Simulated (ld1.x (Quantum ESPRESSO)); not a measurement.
The numbers below are computed, except where a source is named.
**Potentials for boron compared**

Generated with ld1.x 7.5 (TM, RRKJ, ultrasoft, PAW), atompaw 4.2 or ONCVPSP 4.0.1. The cutoff is in Ry: for ld1.x and atompaw files where the sum of valence levels is converged to 10 mRy in a Bessel basis, for ONCV files where the hardest occupied wave has 1 mHa per electron of residual kinetic energy. The error is the largest all-electron minus pseudo excitation energy over each file’s own four to seven test configurations (ionisations up to +4, promotions, holes and added fractions of an electron), all of which were solved. The labels leave out finer settings (local radius, basis sizes, second energies), which also bear on the numbers. Spin-polarised tests are not counted. The rows are a selection from randomly drawn settings: files with unsolved tests, undetermined cutoffs or missed reference levels are left out.

| potential | cutoff (Ry) | largest error (meV) | bound ghosts |
| --- | --- | --- | --- |
| PAW, PBE, scalar-relativistic, rc 1.75/2.20 (sp), local smoothed, core correction yes, reference 2s2 2p1 | 10 | -2.7 | none |
| PAW, PBE, non-relativistic, rc 2.16/2.72/2.38 (spd), local smoothed, core correction yes, reference 2s2 2p0 | 8 | -2.5 | none |
| TM, PW91, scalar-relativistic, rc 1.20/2.85 (sp), local s, core correction yes, reference 2s2 2p1 | 21 | +214 | none |
| TM, LDA (PZ), scalar-relativistic, rc 1.45/2.25/2.15 (spd), local p, core correction no, reference 2s2 2p1 | 21 | +154 | none |
| RRKJ, LDA (PZ), scalar-relativistic, rc 1.15/3.30 (sp), local s, core correction yes, reference 2s1 2p0 | 21 | +1471 | none |

Problem. Fill in the row for B: TM, LDA (PZ), non-relativistic, rc 1.45/2.55/2.05 (spd), local d, core correction yes, reference 2s1 2p0.

Solution. cutoff 18 Ry, largest error +370 meV, bound ghosts: none.

Problem. Fill in the row for B: ultrasoft, LDA (PZ), scalar-relativistic, rc 1.55/3.25/2.50 (spd), local smoothed, core correction no, reference 2s2 2p1.

Solution. cutoff 6 Ry, largest error -113 meV, bound ghosts: none.

Problem. Fill in the row for B: TM, Wu–Cohen, scalar-relativistic, rc 1.40/3.40/3.70 (spd), local d, core correction no, reference 2s2 2p0.

Solution. cutoff 21 Ry, largest error +221 meV, bound ghosts: none.
